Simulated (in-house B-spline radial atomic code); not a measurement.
Whole-atom quantities along the 48-electron series, configuration [Kr] 4d10 4f2. Breit and QED terms are first order and not part of the total energy; the density at the nucleus is averaged over the nuclear charge. Computed with an all-electron radial atomic-structure program (B-spline basis): Dirac-Hartree-Fock, average of the configuration, finite nuclei.

```tsv
ion	Z	E/Z² (Eh)	Σ<r²> (bohr²)	n(0)/Z³ (bohr⁻³)	Lamb diamagnetic shielding (ppm)	repulsion over attraction	Breit energy (eV)	self-energy (eV)	vacuum polarisation (eV)	Dirac less non-relativistic energy (Eh)
Eu15+	63	-2.7155	9.6108	2.1727	7291.54	0.13058	263.07	208.43	-32.118	-422.97
Gd16+	64	?	?	?	?	?	?	?	?	?
Tb17+	65	-2.7497	8.5298	2.3368	7612.09	0.12722	292.87	233.85	-37.081	-486.03
Dy18+	66	-2.7665	8.0613	2.4016	7774.26	0.12557	308.63	247.45	-39.786	-520.18
Ho19+	67	-2.7831	7.6326	2.4928	7937.92	0.12394	324.99	261.68	-42.68	-556.3
Er20+	68	?	?	?	?	?	?	?	?	?
Tm21+	69	-2.8159	6.8761	2.6806	8269.62	0.12075	359.58	292.12	-49.019	-634.56
Yb22+	70	-2.832	6.541	2.7699	8437.74	0.11918	377.84	308.38	-52.48	-676.84
Lu23+	71	-2.848	6.2305	2.8674	8607.5	0.11764	396.75	325.37	-56.159	-721.37
Hf24+	72	-2.8639	5.9422	2.9843	8779.04	0.11611	416.34	343.13	-60.083	-768.3
Ta25+	73	-2.8797	5.6738	3.1027	8952.32	0.11461	436.63	361.69	-64.247	-817.65
W26+	74	-2.8954	5.4234	3.2251	9127.43	0.11313	457.63	381.08	-68.668	-869.53
Re27+	75	-2.911	5.1895	3.3564	9304.46	0.11167	479.36	401.34	-73.367	-924.08
Os28+	76	-2.9265	4.9704	3.4858	9483.42	0.11023	501.83	422.49	-78.347	-981.35
Ir29+	77	?	?	?	?	?	?	?	?	?
Pt30+	78	-2.9574	4.5721	3.7833	9847.73	0.10741	549.1	467.64	-89.279	-1104.71
Au31+	79	-2.9727	4.3906	3.9438	10033.2	0.10602	573.93	491.73	-95.259	-1170.99
Hg32+	80	-2.988	4.2196	4.1078	10221	0.10466	599.59	516.88	-101.6	-1240.51
Tl33+	81	-3.0032	4.0584	4.2861	10411.2	0.10332	626.09	543.14	-108.35	-1313.42
```

Task: Fill in the row of Gd16+.

Result: E/Z² (Eh): -2.7327; Σ<r²> (bohr²): 9.0439; n(0)/Z³ (bohr⁻³): 2.2446; Lamb diamagnetic shielding (ppm): 7451.14; repulsion over attraction: 0.12889; Breit energy (eV): 277.68; self-energy (eV): 220.85; vacuum polarisation (eV): -34.517; Dirac less non-relativistic energy (Eh): -453.6.

Task: Fill in the row of Er20+.

Result: E/Z² (Eh): -2.7996; Σ<r²> (bohr²): 7.2389; n(0)/Z³ (bohr⁻³): 2.579; Lamb diamagnetic shielding (ppm): 8102.99; repulsion over attraction: 0.12233; Breit energy (eV): 341.97; self-energy (eV): 276.56; vacuum polarisation (eV): -45.748; Dirac less non-relativistic energy (Eh): -594.38.

Task: Fill in the row of Ir29+.

Result: E/Z² (Eh): -2.942; Σ<r²> (bohr²): 4.765; n(0)/Z³ (bohr⁻³): 3.6347; Lamb diamagnetic shielding (ppm): 9664.53; repulsion over attraction: 0.10881; Breit energy (eV): 525.08; self-energy (eV): 444.58; vacuum polarisation (eV): -83.653; Dirac less non-relativistic energy (Eh): -1041.55.

Task: With what power of Z does the column «Breit energy (eV)» change over this range?

Result: A fit of the logarithm of its size against log Z from Z = 63 to 81 has slope 3.45.
